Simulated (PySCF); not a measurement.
**Polarisability and C₆ of Pb⁻ (lead, charge -1)**

[Xe] 4f14 5d10 6s2 6p3, high-spin 4S determinant. Calculation: PySCF 2.14, in aug-cc-pVTZ-PP with one added diffuse shell each of d, f type with ECP60MDF (6s5p5d3f, 67 functions); a scalar-relativistic core potential. Coupled (time-dependent) response in atomic units; α is the mean over directions.

```
method  mean α (bohr³)  C₆ (like pair)  S(−4)
   UHF           209.3            3861  21630
 wB97X           226.5            4162  28030
```

S(−4) is the Cauchy moment in α(ω) = α(0) + S(−4) ω² + …

α(iu) at wB97X:

```csv
u (hartree),α(iu) (bohr³)
0,226.5
0.0500,176.2
0.100,115.2
0.200,58.69
0.300,36.30
0.500,18.61
0.750,10.67
1.00,7.164
1.50,4.038
2.00,2.636
3.00,1.381
5.00,0.5651
```

For an ion, C₆ is the dispersion term alone; charge-induced terms of lower order in 1/R come first.

Energies and moments cover only the electrons outside the core potential. Spin-orbit coupling, which splits the p, d and f shells strongly at this Z, is absent. Spin-orbit coupling is strong in this species (close to jj coupling), so the high-spin LS determinant is a model state, not a physical level.
